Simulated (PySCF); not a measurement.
## Gas-phase XPS of (LiOH)3 ring, computed

Compound: (LiOH)3 ring, H₃Li₃O₃.
Cartesian coordinates in Å at the PBE0-D3(BJ)/def2-SVP level; atoms count from 1:
```xyz
9
H3Li3O3 angstrom
Li    -0.2730    0.6656    1.4201
O     -0.9890    1.5938    0.1057
Li    -0.5739    0.6987   -1.3534
O      0.3214   -0.7841   -1.6732
Li     0.8410   -1.3538   -0.0901
O      0.6686   -0.8118    1.5738
H     -1.4889    2.4085    0.1707
H      0.4851   -1.1950   -2.5232
H      1.0087   -1.2220    2.3697
```

Method: PySCF 2.14.0, delta-SCF UKS SCAN, pcX-2 on the ionised atom, pcseg-1 elsewhere, spin-free X2C. Binding energies are ΔSCF values: E(core-ionised, relaxed orbitals) − E(ground state) at a fixed geometry, referred to the vacuum level.

Question: Give the core binding energies atom by atom.

Answer: 
```tsv
atom(s)	bonded to	level	binding energy (eV)	count
Li1/Li3/Li5	2 O	Li 1s	61.11	3
O2/O4/O6	H and 2 Li	O 1s	536.16	3
```

Question: Which photon energy gives electrons from O 1s of O2 (atom 2)/O4/O6 a kinetic energy of 50 eV, and what is their de Broglie wavelength?

Answer: hν = 536.16 + 50 = 586.16 eV, recoil neglected; λ = 12.264 Å/√(E/eV) = 1.73 Å.

Question: What is the longest wavelength that can ionise O 1s of O2/O4/O6 vertically?

Answer: λ = hc/E = 12398.42 eV Å / 536.16 eV = 23.124 Å.

One atom of each set of topologically equivalent atoms was ionised and stands for the set; in this conformer not all members are related by symmetry, and their own values weren't computed. Isolated species at its PBE0-D3(BJ)/def2-SVP geometry (one conformer only).
